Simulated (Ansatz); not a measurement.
Geometry optimisation, Ansatz, RKS r2SCAN-D4/STO-3G.

Input file:

```yaml
crystal:
  periodic: [false, false, false]
  atoms:
    - { symbol: Si, position_ang: [0.0, 0.0, 0.0] }
    - { symbol: Si, position_ang: [0.0, 0.0, 2.22] }
    - { symbol: H, position_ang: [-1.3148, -0.4067, 2.7074] }
    - { symbol: H, position_ang: [1.0096, -0.9353, 2.7074] }
    - { symbol: H, position_ang: [0.3052, 1.342, 2.7074] }
    - { symbol: Si, position_ang: [2.0935, 0.0, -0.7393] }
    - { symbol: H, position_ang: [2.5508, -1.3762, -0.9079] }
    - { symbol: H, position_ang: [2.1573, 0.6939, -2.0222] }
    - { symbol: H, position_ang: [2.951, 0.6823, 0.2255] }
    - { symbol: Si, position_ang: [-1.0456, 1.8115, -0.7393] }
    - { symbol: H, position_ang: [-2.4302, 1.478, -1.0607] }
    - { symbol: H, position_ang: [-1.0215, 2.8436, 0.2931] }
    - { symbol: H, position_ang: [-0.3743, 2.3069, -1.9374] }
    - { symbol: Si, position_ang: [-1.0456, -1.8115, -0.7393] }
    - { symbol: H, position_ang: [-1.7029, -2.4846, 0.3772] }
    - { symbol: H, position_ang: [-2.0454, -1.4265, -1.7311] }
    - { symbol: H, position_ang: [-0.0777, -2.7173, -1.3511] }
basis:
  gaussian: { orbitals: STO-3G }
hamiltonian:
  xc: r2scan
  dispersion: d4
relax:
  f_tol: 0.02
  max_steps: 40
```

Command:

```bash
$ ansatz run input.yaml --threads 1 --pin off --max-ram 2048MiB --backend cpu --events-out ev --progress --plain --runs-dir out
```

Question: Where does it end, and by what steps?

Answer: The run converged. The force dipped under the threshold on the way, but the program's further checks kept it going. Limits of this set-up: minimal basis. After 18 steps the energy has fallen by 0.233 eV; H16 moved furthest, 1.15 Å.

| step | energy less start (eV) | largest force component (eV/Å) | accepted |
| --- | --- | --- | --- |
| 0 | 0.0000 | 0.478 | yes |
| 1 | -0.0846 | 0.561 | yes |
| 2 | -0.1555 | 0.138 | yes |
| 3 | -0.1730 | 0.015 | yes |
| 4 | -0.1790 | 0.314 | yes |
| 5 | -0.1887 | 0.111 | yes |
| 6 | -0.2010 | 0.011 | yes |
| 7 | -0.2065 | 0.239 | yes |
| 8 | -0.2141 | 0.158 | yes |
| 9 | -0.2214 | 0.010 | yes |
| 10 | -0.2212 | 0.302 | no |
| 11 | -0.2248 | 0.066 | yes |
| 12 | -0.2268 | 0.135 | yes |
| 13 | -0.2285 | 0.134 | yes |
| 14 | -0.2304 | 0.117 | yes |
| 15 | -0.2322 | 0.059 | yes |
| 16 | -0.2327 | 0.080 | yes |
| 17 | -0.2331 | 0.049 | yes |
| 18 | -0.2334 | 0.001 | yes |

```xyz
17
Properties=species:S:1:pos:R:3
Si 0.000 0.000 0.001
Si 0.025 -0.163 2.249
H -1.316 -0.226 2.787
H 0.725 -1.352 2.684
H 0.684 0.975 2.853
Si 2.116 0.136 -0.766
H 2.894 -1.019 -0.374
H 2.150 0.213 -2.210
H 2.789 1.309 -0.252
Si -1.139 1.848 -0.607
H -2.510 1.797 -0.148
H -0.539 3.043 -0.053
H -1.167 2.001 -2.045
Si -1.000 -1.821 -0.874
H -2.340 -1.986 -0.355
H -1.099 -1.727 -2.315
H -0.262 -3.027 -0.566
```

Time of the run: 2.7 min on 1 thread of Arm Neoverse V1 (shared host), peak memory 0.15 GiB.
